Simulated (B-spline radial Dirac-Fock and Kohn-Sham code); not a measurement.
# Co¹⁴⁺: photoemission with 4000 eV photons

System: the Co¹⁴⁺ ion in the configuration [Ne] 3s2 3p1.

The computed values come from an atomic code on a B-spline grid: a relativistic central-field model (Hartree-Slater potential of the initial state, Latter tail, multipole expansion of the photon field, Dirac-Fock thresholds). The asymmetry parameter β is from the dipole term alone. Kinetic energies are from the vacuum level. Open shells are spread statistically over j, without multiplet splitting.

The last column is dσ/dΩ = σ/(4π) · [1 + β P₂(cos θ)] at θ = 90° from the polarisation vector of linearly polarised light.

| subshell | electrons | binding (eV) | kinetic (eV) | σ (kb) | β | dσ/dΩ (kb/sr) |
| --- | --- | --- | --- | --- | --- | --- |
| 2s | 2 | 1399.1 | 2600.9 | ? | ? | ? |
| 2p1/2 | 2 | 1266.8 | 2733.2 | 5.09 | 1.22 | 0.159 |
| 2p3/2 | 4 | 1252.0 | 2748.0 | 9.60 | 1.23 | 0.295 |
| 3s | 2 | 475.3 | 3524.7 | 2.15 | 2.00 | ≈ 0 |
| 3p1/2 | 0.33 | 442.5 | 3557.5 | 0.162 | 1.14 | 0.00555 |
| 3p3/2 | 0.67 | 439.5 | 3560.5 | 0.308 | 1.15 | 0.0105 |

Question: What are σ and β for 2s?

Answer: σ = 10.3 kb, the largest of all subshells and 37 % of the total, and β = 2.00, which gives dσ/dΩ = 0.000239 kb/sr.
